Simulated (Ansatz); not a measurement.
`FC[SiH2]CS` + CH₃OH → `CO[SiH2]CF` + CH₃SH  (ligand exchange at the Si–C bond)

Calculated with Ansatz (gas phase, PBE0-D4/def2-TZVP geometries, no zero-point term in ΔE). CCSD(T)/CBS adds triple-zeta CCSD(T) − MP2 to the extrapolated MP2 energy (def2 sets, frozen cores). This one scheme is used for every species. Functionals use def2-TZVPP. B3LYP here is the variant with VWN-RPA as its local correlation; programs differ in this. Each species was taken in one conformer, which may not be the lowest.

`FC[SiH2]CS`:

```xyz
12

F     1.212    2.070   -0.085
C     1.315    0.877    0.631
Si    0.575   -0.530   -0.394
C    -1.233   -0.164   -0.734
S    -2.202   -0.145    0.799
H     2.372    0.705    0.859
H     0.776    1.001    1.576
H     1.333   -0.665   -1.669
H     0.690   -1.795    0.383
H    -1.677   -0.841   -1.466
H    -1.312    0.849   -1.137
H    -1.850   -1.365    1.237
```

CH₃OH:

Cartesian coordinates in Å:
```
C -0.352 0.034 0.039
O 0.865 -0.625 -0.221
H -1.146 -0.706 -0.068
H -0.548 0.847 -0.672
H -0.400 0.440 1.057
H 1.580 0.009 -0.135
```

`CO[SiH2]CF`:

Cartesian coordinates in Å:
```
C -0.449 1.444 1.172
O 0.001 0.113 1.305
Si -0.229 -1.042 0.167
C 0.820 -0.740 -1.376
F 0.421 0.438 -2.009
H -0.350 1.935 2.141
H -1.500 1.483 0.866
H 0.147 1.992 0.435
H -1.658 -1.083 -0.250
H 0.197 -2.330 0.767
H 1.883 -0.646 -1.128
H 0.717 -1.564 -2.092
```

CH₃SH:

Cartesian coordinates in Å:
```
C -0.474 -0.103 -0.076
S 1.019 0.107 0.919
H -0.768 0.829 -0.558
H -1.262 -0.397 0.618
H -0.353 -0.891 -0.818
H 1.838 0.456 -0.085
```

| level | ΔE (kJ/mol) |
| --- | --- |
| PBE | -85.3 |
| PBE0 | -88.5 |
| B3LYP | -101.8 |
| SCS-MP2/def2-TZVPP | -99.3 |

**Question.** What does CCSD(T)/CBS give? (An estimate is asked.)

**Answer.** Computed: -92.9 kJ/mol. The listed levels differ from it by 7.6, 4.4, -8.9, -6.4 kJ/mol.

Largest T1 diagnostic among the species: 0.011.

In def2-TZVPP, CCSD(T) changes the Hartree–Fock value by +21.7 kJ/mol (the triples alone add +3.0 kJ/mol) and MP2 by +21.3 kJ/mol. From PBE to PBE0 (25 % exact exchange), in def2-TZVPP and without D4, ΔE moves by −3.1 kJ/mol. The D4 term adds +4.7 kJ/mol with B3LYP and +2.6 kJ/mol with PBE0; it sums over pairs of atoms, weighted by their polarisabilities, and B3LYP, whose exchange is more repulsive, gets the larger term.
